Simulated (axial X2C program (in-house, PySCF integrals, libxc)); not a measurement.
Potential curves of TaO, without spin–orbit coupling

Calculated with an in-house relativistic program for diatomic molecules. Spin-free means the one-electron spin-free X2C Hamiltonian. Basis: Ta dyall-cv3z [13s14p9d7f4g], O dyall-av3z [7s6p3d2f] (cores contracted in-house); Gaussian nuclei, density fitting, unrestricted open shells. Masses: Ta 180.948 u, O 15.995 u.

State: M_S = 1/2, Λ = 2 (beyond evenly filled blocks: δ+α). Energies in kJ/mol from the fragments at the same level (Ta + O). Fits are polynomials in 1 − R0/R over 0.85 to 1.23 times the lowest point R0.

```json
{"R (Å)": "1.5783", "B97-3": "-726.32"}
{"R (Å)": "1.6286", "B97-3": "-753.40"}
{"R (Å)": "1.6790", "B97-3": "-761.11"}
{"R (Å)": "1.7378", "B97-3": "-751.25"}
{"R (Å)": "1.7965", "B97-3": "-726.30"}
{"R (Å)": "1.8721", "B97-3": "-678.77"}
```

The state is a single determinant with fixed occupations, the lowest that a limited PBE0 search found. De is counted from the lowest determinant-based energies of the atoms at the same level, without counterpoise correction. Other states lie close and PBE0, whose exact exchange favours high spin, may order them wrongly; the determinant shown need not be the ground state. The nearest other spin-free determinant of the search, M_S = 3/2, Λ = 0, lies 0.08 eV up at the distance of the search. The functionals have no current-density term, which raises determinants with orbital currents, atoms included.

(1) What are Re, ωe and De at the B97-3 level?

Answers

(1) At B97-3, spin-free: Re = 1.677 Å, ωe ≈ 1070 cm⁻¹, De = 7.89 eV to Ta + O; Be follows as 0.408 cm⁻¹.
